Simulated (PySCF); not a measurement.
Molfile (atoms numbered from 1):
```
C2H8BNO2
     RDKit          3D

 14 13  0  0  0  0  0  0  0  0999 V2000
   -1.4722   -0.2309   -0.5068 C   0  0  0  0  0  0  0  0  0  0  0  0
   -0.1714    0.5236   -0.2314 C   0  0  1  0  0  0  0  0  0  0  0  0
   -0.4051    1.5359    0.8012 N   0  0  0  0  0  0  0  0  0  0  0  0
    1.0392   -0.4687    0.0548 B   0  0  0  0  0  0  0  0  0  0  0  0
    1.7971   -0.2694    1.1659 O   0  0  0  0  0  0  0  0  0  0  0  0
    1.3687   -1.5201   -0.7554 O   0  0  0  0  0  0  0  0  0  0  0  0
   -2.2834    0.4763   -0.7359 H   0  0  0  0  0  0  0  0  0  0  0  0
   -1.3813   -0.9332   -1.3518 H   0  0  0  0  0  0  0  0  0  0  0  0
   -1.7831   -0.8186    0.3734 H   0  0  0  0  0  0  0  0  0  0  0  0
    0.0820    1.0719   -1.1617 H   0  0  0  0  0  0  0  0  0  0  0  0
   -0.5312    1.0639    1.6972 H   0  0  0  0  0  0  0  0  0  0  0  0
    0.4458    2.0819    0.9287 H   0  0  0  0  0  0  0  0  0  0  0  0
    2.5007   -0.9253    1.2353 H   0  0  0  0  0  0  0  0  0  0  0  0
    0.7846   -1.6074   -1.5136 H   0  0  0  0  0  0  0  0  0  0  0  0
  1  2  1  0
  2  3  1  0
  2  4  1  0
  4  5  1  0
  4  6  1  0
  1  7  1  0
  1  8  1  0
  1  9  1  0
  2 10  1  6
  3 11  1  0
  3 12  1  0
  5 13  1  0
  6 14  1  0
M  END
```

Geometry: PBE0-D3(BJ)/def2-SVP; GIAO absolute shieldings from PySCF 2.14, gas phase, non-relativistic, averaged over equivalent atoms.

At KT2/pcSseg-1 (142 basis functions, 20 s wall time on 1 thread of an Arm Neoverse V1, shared host):
```
   atoms  σ (ppm)
      C2    144.6
      C1    162.0
      N3    219.1
      B4     72.2
   O5/O6    209.0
 H13/H14    27.79
     H10    29.13
H7/H8/H9    30.12
 H11/H12    30.86
```

Estimate the result of repeating the calculation with B3LYP/pcSseg-1.

Results:


| atoms | σ at B3LYP/pcSseg-1 | change |
| --- | --- | --- |
| C2 | 141.2 | -3.4 |
| C1 | 157.6 | -4.4 |
| N3 | 218.3 | -0.8 |
| B4 | 66.1 | -6.1 |
| O5/O6 | 211.4 | +2.4 |
| H13/H14 | 27.84 | +0.05 |
| H10 | 29.48 | +0.35 |
| H7/H8/H9 | 30.31 | +0.19 |
| H11/H12 | 31.05 | +0.19 |

The largest change is at B4 (boron bonded to C, 2 O). Cost: 142 basis functions, 14 s wall time on 1 thread of an Arm Neoverse V1, shared host.

A carbon bonded to boron is broadened by the quadrupolar boron nucleus and is often missing from a measured spectrum.
